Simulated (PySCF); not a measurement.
# Broadened absorption spectrum of C3H5BO2

Species: C3H5BO2.
SMILES: `C(#C)CB(O)O`

Computed with PySCF, TDDFT CAM-B3LYP/def2-SVPD, vertical, gas phase, core orbitals frozen in the response. Isolated species at its PBE0-D3(BJ)/def2-SVP geometry (one conformer only). Torsions of this conformer, `[CH:1]#[C:2][CH2:3][B:4]([OH:5])[OH:6]`: C2–C3–B4–O5 -5°, H–O5–B4–C3 1°, H–O6–B4–C3 179°.

Computed states:

```json
{"state": "S1", "E (eV)": "6.55", "f": "0.0001"}
{"state": "S2", "E (eV)": "6.81", "f": "0.0030"}
{"state": "S3", "E (eV)": "6.82", "f": "0.0020"}
{"state": "S4", "E (eV)": "7.17", "f": "0.018"}
{"state": "S5", "E (eV)": "7.28", "f": "0.020"}
{"state": "S6", "E (eV)": "8.26", "f": "0.057"}
{"state": "S7", "E (eV)": "8.30", "f": "0.012"}
{"state": "S8", "E (eV)": "8.31", "f": "0.0074"}
{"state": "S9", "E (eV)": "8.44", "f": "0.014"}
```

Broadening: Gaussians 0.3 eV wide at half height, area fixed by f = 4.319×10⁻⁹ ∫ε dν̃. The cross-section is σ = 3.8235×10⁻²¹ ε cm², given in Mb (10⁻¹⁸ cm²). The width is an assumption, not a result. The curve ends short of the highest state used, and states not computed would add to its high-energy end.

(1) What does the envelope look like, and where are its maxima?

(2) On this curve, what absorbance would a 10⁻³ mol/L sample give at 193 nm over a 1 cm path?

(3) Coming from long wavelengths, where does ε first pass 100 L mol⁻¹ cm⁻¹?

## Answers

(1) 
```
E (eV)  σ (Mb)
  6.10    0.00
  6.16    0.00
  6.22    0.00
  6.28    0.00
  6.34    0.01
  6.40    0.02
  6.46    0.05
  6.52    0.14
  6.58    0.34
  6.64    0.70
  6.70    1.18
  6.76    1.63
  6.82    1.87
  6.88    1.99
  6.94    2.38
  7.00    3.60
  7.06    5.89
  7.12    8.77
  7.18   11.13
  7.24   11.82
  7.30   10.46
  7.36    7.68
  7.42    4.65
  7.48    2.31
  7.54    0.94
  7.60    0.31
  7.66    0.08
  7.72    0.02
  7.78    0.02
  7.84    0.11
```

Maxima: 171 nm (7.23 eV), ε about 3100, made up of S4 (46%) and S5 (54%) (ε in L mol⁻¹ cm⁻¹; maxima over ε = 5, shares over 10%). At its high-energy end, 7.84 eV, the curve is still rising (ε about 28, from S6).

(2) 193 nm is 6.424 eV, where ε is about 7.7 L mol⁻¹ cm⁻¹, so A = ε c l ≈ 0.0077 (Beer–Lambert, with the gas-phase spectrum and the assumed width).

(3) At about 188 nm (6.59 eV), 0.04 eV above S1.

The vertical ionisation energy (ΔSCF) is 10.29 eV, 1.85 eV above S9.
